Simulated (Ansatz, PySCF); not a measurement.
Gas-phase reaction (SMILES): CO[Si](N)(OC)OC + F (HF) → CO[Si](F)(OC)OC [fluoro(trimethoxy)silane] + N (NH3); hydrogen fluoride cleaves one Si-N bond, a model of a ligand-exchange step.

Geometries: B3LYP-D3(BJ)/def2-TZVP minima from Ansatz (a quantum-chemistry and plane-wave program), one conformer each, not searched for the lowest. Correlated levels leave the core frozen unless marked. No spin-orbit coupling. Non-relativistic. Basis-set limits of correlation are two-point, X^-3; Hartree-Fock from the larger set. The bracket is a focal-point correction in the basis named. Thermal terms are rigid-rotor harmonic-oscillator values from B3LYP-D3(BJ) frequencies (Ansatz or PySCF) at 298.15 K and 1 atm. 1 Eh = 627.5095 kcal/mol.

| species | E, RI-MP2/CBS(cc-pV(T+d)Z,cc-pV(Q+d)Z)+[CCSD(T)-MP2]/cc-pV(T+d)Z (Ansatz) (Eh) | E, r2SCAN-D4/def2-TZVPD (Ansatz + dftd4) (Eh) | H - E (Eh) |
|---|---|---|---|
| CO[Si](N)(OC)OC | -690.23005 | -690.95733 | 0.16809 |
| F (HF) | -100.39237 | -100.44728 | 0.01259 |
| CO[Si](F)(OC)OC | -734.14983 | -734.89332 | 0.14425 |
| N (NH3) | -56.50668 | -56.54744 | 0.03799 |

Question: Work out ΔE and ΔH at 298.15 K at the first level, then ΔH at the second.

Answer: 
1. ΔE = [(-734.14983) + (-56.50668)] - [(-690.23005) + (-100.39237)] = -0.03409 Eh = -21.4 kcal/mol at RI-MP2/CBS(cc-pV(T+d)Z,cc-pV(Q+d)Z)+[CCSD(T)-MP2]/cc-pV(T+d)Z.
2. The terms H - E add up to 0.00156 Eh, so ΔH = (-0.03409 + (0.00156))×627.5095 = -20.4 kcal/mol.
3. At r2SCAN-D4/def2-TZVPD the same steps give ΔE = -22.7 and ΔH = -21.7 kcal/mol, a shift of -1.3 from the first level.
4. These values are not checked against measurement here, since the tables used lack a sound gas-phase enthalpy of formation for at least one species.
